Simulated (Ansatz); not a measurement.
# A geometry optimisation of ClGaH4Si with B3LYP-D3(BJ)/6-311G**

The starting geometry of this gas-phase singlet was optimised with GFN2-xTB.

```xyz
7

Cl   -3.2163    0.6782    2.3182
Ga   -1.9516    1.2201    0.7749
Si   -1.0947   -0.5393   -0.7849
H    -0.3603   -1.7310   -0.2848
H    -0.0685   -0.1247   -1.7727
H    -0.3951    1.2519    1.1635
H    -2.4048    2.4060   -0.1306
```

Problem. Predict what becomes of its bonds when it is optimised with B3LYP-D3(BJ)/6-311G**.

Solution. It rearranges to `[SiH3][GaH][Cl]`. Contacts that open: Ga2–H6 (1.60 → 3.22 Å). Contacts that close: Si3–H6 (2.74 → 1.49 Å).

The energy falls by 2.07 eV over 26 steps:

```json
{"step": "1", "E − E(last) (eV)": "2.069"}
{"step": "4", "E − E(last) (eV)": "1.293"}
{"step": "7", "E − E(last) (eV)": "0.608"}
{"step": "9", "E − E(last) (eV)": "0.298"}
{"step": "12", "E − E(last) (eV)": "0.006"}
{"step": "15", "E − E(last) (eV)": "0.001"}
{"step": "18", "E − E(last) (eV)": "0.001"}
{"step": "20", "E − E(last) (eV)": "0.000"}
{"step": "23", "E − E(last) (eV)": "0.000"}
{"step": "26", "E − E(last) (eV)": "0.000"}
```

Final geometry (Å):

```xyz
7

Cl   -3.0448    0.8055    2.4733
Ga   -2.3526    1.2809    0.4486
Si   -0.5190   -0.1188   -0.2597
H    -0.9586   -1.5372   -0.2300
H    -0.0679    0.2240   -1.6332
H     0.6135    0.0592    0.6848
H    -3.1619    2.4475   -0.2002
```

No frequencies were run, so the end isn't proven a minimum. Run with Ansatz 0.2.0, 52 s on 2 threads of Arm Neoverse V2, on a shared host.
